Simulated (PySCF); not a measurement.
**C₆ coefficients of unlike pairs at PBE**

Calculated with PySCF 2.14 from the dipole response of each species, C₆(A,B) = (3/π) ∫ α_A(iu) α_B(iu) du, in atomic units, from isotropic polarisabilities. For ions this is the dispersion term alone; charge-induced terms of lower order in 1/R come first.

```csv
species,configuration,basis,relativity,α (bohr³),C₆ (like pair)
Ti²⁺,[Ar] 3d2 (3F),aug-cc-pVTZ (8s7p5d3f2g),none,5.200,15.47
Ir³⁺,[Xe] 4f14 5d6 (5D),aug-cc-pVTZ-PP with ECP60MDF (6s6p5d3f2g),core potential,6.916,38.50
N,[He] 2s2 2p3 (4S),dyall-av3z (15s9p3d2f),none,8.065,27.82
Ge,[Ar] 3d10 4s2 4p2 (3P),aug-cc-pVQZ-DK (8s7p5d3f2g),spin-free X2C,45.78,397.8
```

Estimate C₆ for Ge with N.

The integral gives 98.72. The combination rule 2 C_A C_B / (C_A α_B/α_A + C_B α_A/α_B) gives 97.09 and the geometric mean 105.2.

No spin-orbit coupling is included.

The other pairs:

```
      pair     C₆
Ir³⁺, Ti²⁺  24.30
   N, Ti²⁺  20.25
  Ge, Ir³⁺  101.3
   N, Ir³⁺  31.30
  Ge, Ti²⁺  68.04
```
